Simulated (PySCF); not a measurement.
C₆H₈O₃Si.
Cartesian coordinates in Å at the GFN2-xTB level; atoms count from 1:
```xyz
18
C6H8O3Si angstrom
O      1.0243    1.7173    0.3953
C      0.4891    0.6223    0.5310
C      1.2273   -0.5592    1.0206
Si     2.4794   -0.9877   -0.3863
O      3.1461    0.4036   -0.8548
C     -0.8968    0.4203    0.1172
C     -1.7978    1.3260   -0.3956
C     -2.9903    0.6130   -0.6206
C     -2.7345   -0.6708   -0.2325
O     -1.4829   -0.7979    0.2133
H      0.5722   -1.3858    1.2678
H      1.8196   -0.2818    1.8898
H      1.7449   -1.6063   -1.4886
H      3.5252   -1.8365    0.1698
H      2.7283    1.2221   -0.5574
H     -1.6050    2.3633   -0.5759
H     -3.9096    0.9949   -1.0140
H     -3.3485   -1.5505   -0.2307
```

NICS = −σ at a ghost point: NICS(0) at the centroid of the ring atoms, NICS(1) 1 Å to either side along the normal of their mean plane, zz for the tensor component along that normal. Level: GIAO PBE0/pcSseg-1 (PySCF, non-relativistic, gas phase) on the GFN2-xTB geometry, one conformer.

Ring bond lengths (Å), with Mayer bond orders in brackets: C6–C7 1.377 (1.48), C7–C8 1.407 (1.31), C8–C9 1.365 (1.55), C9–O10 1.335 (1.12), O10–C6 1.355 (1.00).

**Question.** Give the NICS values of each ring in ppm.

**Answer.** 
```csv
ring,type,NICS(0),"NICS(1), two faces","NICS(1)zz, two faces",rms pucker (Å),"centre to ring atoms, mean (Å)"
C6–C7–C8–C9–O10,5-membered ring with O; formal bonds all aromatic,-11.3,-10.4 / -10.4,-25.6 / -26.0,0.00,1.16
```

**Question.** What can be read from them?

**Answer.** 
- C6–C7–C8–C9–O10: mean NICS(1)zz -25.8 ppm, shielded, aromatic by this magnetic criterion (flat ring, no four-coordinate atom).

**Question.** How equal are the bonds by HOMA? HOMA takes Krygowski's 1993 parameters.

**Answer.** 
- C6–C7–C8–C9–O10: HOMA 0.54; the largest term is that of O10–C6, α(R − Ropt)² = 1.28.

**Question.** List the ring angles and the Hirshfeld charges of the ring atoms.

**Answer.** 
- C6–C7–C8–C9–O10: C6 109.6° (+0.039 e), C7 106.3° (-0.055 e), C8 105.8° (-0.077 e), C9 111.1° (+0.031 e), O10 107.2° (-0.041 e); sum 540.0° against 540° for a flat convex ring.

**Question.** What are the shieldings of the ring atoms and their hydrogens in the same run (means over atoms taken as equivalent)?

**Answer.** 
```csv
atoms,environment,σ isotropic (ppm),"principal values of the symmetric part, first atom (ppm)"
C6,substituted aromatic carbon,26.7,"-44.1, 32.6, 91.6"
C7,aromatic CH carbon,61.0,"-24.2, 37.5, 169.7"
C8,aromatic CH carbon,66.6,"-19.5, 58.5, 160.9"
C9,aromatic CH next to a ring oxygen,35.7,"-45.7, 45.7, 107.1"
O10,furan-type oxygen,32.4,"-122.2, -32.2, 251.6"
H16,aromatic hydrogen,23.92,"21.1, 24.1, 26.6"
H17,aromatic hydrogen,24.82,"22.8, 25.7, 25.9"
H18,aromatic hydrogen,24.11,"20.9, 25.4, 26.0"
```
